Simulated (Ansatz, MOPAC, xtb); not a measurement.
The molecule As$_{2}$+, multiplicity 2 (lowest of 2S+1 = 2, 4 at CCSD(T)/def2-TZVPP on PBE0 minima; our sources give no spin for the ground state, which may be another). No spin–orbit coupling. As is treated without relativity. The T1 diagnostic near the minimum is 0.052, so single-reference values are doubtful.

Seven points along R, fitted to fifth degree in 1/R; most abundant isotopes. Runs in def2 and cc sets follow the lowest solution found near the PBE0 minimum.

Run with Ansatz (Gaussian basis) for Hartree–Fock, density functionals and correlated methods; MOPAC for AM1 (differences of heats of formation); xtb for the GFN methods.  The GFN methods have no spin term and hold the electronic entropy of 300 K.

```csv
level,r_e (Å),ω_e (cm⁻¹),B_e (cm⁻¹),α_e (cm⁻¹)
AM1,2.201,311,0.0929,5.5e-5
GFN2-xTB,2.180,401,0.0947,0.00045
SVWN5/def2-TZVPP,2.194,387,0.0935,0.00028
PBE/def2-TZVPP,2.222,375,0.0912,0.00028
r2SCAN/def2-TZVPP,2.194,395,0.0934,0.00027
B97M-V/def2-TZVPP,2.191,399,0.0938,0.00027
B3LYP/def2-TZVPP,2.206,389,0.0925,0.00027
PBE0/def2-TZVPP,2.186,406,0.0942,0.00026
BHLYP/def2-TZVPP,2.170,422,0.0956,0.00025
CAM-B3LYP/def2-TZVPP,2.170,419,0.0956,0.00025
wB97X-V/def2-TZVPP,2.156,437,0.0968,0.00024
wB97M-V/def2-TZVPP,2.164,429,0.0961,0.00024
```

The state that AM1 reach isn't checked.

Ansatz is a first-principles code.
